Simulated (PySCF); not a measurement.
A calculated (LDA, PySCF 2.14, x2c-TZVPPall with one added diffuse shell each of s, p, d, f type, scalar relativity by spin-free X2C-1e) atom or ion has these occupied shells.

```json
{"shell": "1s β", "electrons": "1", "orbital energy (eV)": "-75804.8", "rms radius, mean of both spins (bohr)": "0.0197"}
{"shell": "1s α", "electrons": "1", "orbital energy (eV)": "-75804.8", "rms radius, mean of both spins (bohr)": "0.0197"}
{"shell": "2s α", "electrons": "1", "orbital energy (eV)": "-13281.1", "rms radius, mean of both spins (bohr)": "0.0796"}
{"shell": "2s β", "electrons": "1", "orbital energy (eV)": "-13280.9", "rms radius, mean of both spins (bohr)": "0.0796"}
{"shell": "2p α", "electrons": "3", "orbital energy (eV)": "-11595.5", "rms radius, mean of both spins (bohr)": "0.0727"}
{"shell": "2p β", "electrons": "3", "orbital energy (eV)": "-11595.3", "rms radius, mean of both spins (bohr)": "0.0727"}
{"shell": "3s α", "electrons": "1", "orbital energy (eV)": "-3124.4", "rms radius, mean of both spins (bohr)": "0.204"}
{"shell": "3s β", "electrons": "1", "orbital energy (eV)": "-3124.3", "rms radius, mean of both spins (bohr)": "0.204"}
{"shell": "3p α", "electrons": "3", "orbital energy (eV)": "-2628.7", "rms radius, mean of both spins (bohr)": "0.205"}
{"shell": "3p β", "electrons": "3", "orbital energy (eV)": "-2628.6", "rms radius, mean of both spins (bohr)": "0.205"}
{"shell": "3d α", "electrons": "5", "orbital energy (eV)": "-2059.6", "rms radius, mean of both spins (bohr)": "0.188"}
{"shell": "3d β", "electrons": "5", "orbital energy (eV)": "-2059.4", "rms radius, mean of both spins (bohr)": "0.188"}
{"shell": "4s α", "electrons": "1", "orbital energy (eV)": "-682.80", "rms radius, mean of both spins (bohr)": "0.450"}
{"shell": "4s β", "electrons": "1", "orbital energy (eV)": "-682.54", "rms radius, mean of both spins (bohr)": "0.450"}
{"shell": "4p α", "electrons": "3", "orbital energy (eV)": "-519.08", "rms radius, mean of both spins (bohr)": "0.480"}
{"shell": "4p β", "electrons": "3", "orbital energy (eV)": "-518.82", "rms radius, mean of both spins (bohr)": "0.480"}
{"shell": "4d α", "electrons": "5", "orbital energy (eV)": "-312.09", "rms radius, mean of both spins (bohr)": "0.515"}
{"shell": "4d β", "electrons": "5", "orbital energy (eV)": "-311.79", "rms radius, mean of both spins (bohr)": "0.515"}
{"shell": "5s α", "electrons": "1", "orbital energy (eV)": "-120.02", "rms radius, mean of both spins (bohr)": "1.03"}
{"shell": "5s β", "electrons": "1", "orbital energy (eV)": "-118.15", "rms radius, mean of both spins (bohr)": "1.03"}
{"shell": "4f α", "electrons": "7", "orbital energy (eV)": "-84.483", "rms radius, mean of both spins (bohr)": "0.593"}
{"shell": "4f β", "electrons": "7", "orbital energy (eV)": "-84.011", "rms radius, mean of both spins (bohr)": "0.593"}
{"shell": "5p α", "electrons": "3", "orbital energy (eV)": "-77.233", "rms radius, mean of both spins (bohr)": "1.20"}
{"shell": "5p β", "electrons": "3", "orbital energy (eV)": "-75.017", "rms radius, mean of both spins (bohr)": "1.20"}
{"shell": "5d α", "electrons": "5", "orbital energy (eV)": "-28.206", "rms radius, mean of both spins (bohr)": "1.71"}
{"shell": "5d β", "electrons": "1", "orbital energy (eV)": "-25.979", "rms radius, mean of both spins (bohr)": "1.71"}
{"shell": "6s β", "electrons": "1", "orbital energy (eV)": "-22.710", "rms radius, mean of both spins (bohr)": "2.75"}
```

Problem. Name the element and its charge.

Solution. Ir²⁺ (iridium, charge +2), in [Xe] 4f14 5d6 6s1, 6s spin antiparallel (an excited configuration).
